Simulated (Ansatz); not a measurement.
Stretching the C4–H5 bond in CH4GeO (SMILES C[O][GeH]) (multiplicity 1 held, fragments rigid). Energies count from the point at 1.093 Å.
Geometry at that point (charge 0, multiplicity 1):
```xyz
7

Ge    -0.3092    -0.4404     0.6133
H     -1.3390    -0.7616    -0.6020
O      0.7362     0.6534    -0.3365
C      0.6019     1.0336    -1.6953
H      0.4997     2.1200    -1.7566
H      1.5021     0.7410    -2.2416
H     -0.2698     0.5637    -2.1609
```

Signs of static correlation in cc-pVDZ, with CASSCF(2,2), from Ansatz (an electronic-structure program) runs.

| R (Å) | T1 of restricted CCSD | ⟨S²⟩ of UHF | largest double amplitude of restricted CCSD | weight of the CASSCF reference in MRCISD | CASSCF natural occupations |
|---|---|---|---|---|---|
| 0.874 | 0.020 | 0.000 | 0.068 | 0.884 | 1.99 0.01 |
| 0.984 | 0.020 | 0.000 | 0.068 | 0.884 | 1.99 0.01 |
| 1.093 | 0.020 | 0.000 | 0.068 | 0.884 | 1.98 0.02 |
| 1.202 | 0.020 | 0.000 | 0.068 | 0.884 | 1.97 0.03 |
| 1.311 | 0.020 | 0.000 | 0.068 | 0.884 | 1.96 0.04 |
| 1.475 | 0.020 | 0.000 | 0.068 | 0.883 | 1.94 0.06 |
| 1.639 | 0.021 | 0.000 | 0.097 | 0.883 | 1.91 0.09 |
| 1.913 | 0.024 | 0.572 | 0.115 | 0.883 | 1.83 0.17 |
| 2.186 | ? | 0.827 | 0.232 | 0.883 | 1.71 0.29 |
| 2.514 | 0.041 | 0.954 | 0.221 | 0.883 | 1.53 0.47 |
| 2.951 | 0.058 | 1.013 | ? | 0.883 | 1.32 0.68 |
| 3.497 | 0.074 | 1.031 | 0.725 | 0.883 | 1.15 0.85 |

Fill in the missing entries.


- 2.186, T1 of restricted CCSD: 0.030
- 2.951, largest double amplitude of restricted CCSD: 0.496

Doubts at one or more of the structures used: a restricted determinant that unrestricted orbitals would lower (R-CCSD(T)/cc-pVDZ); other coupled-cluster roots lie near (R-CCSD(T)/cc-pVDZ); T1 above 0.05 (R-CCSD(T)/cc-pVDZ, U-CCSD(T)/cc-pVDZ); a spin-contaminated determinant (U-CCSD(T)/cc-pVDZ).
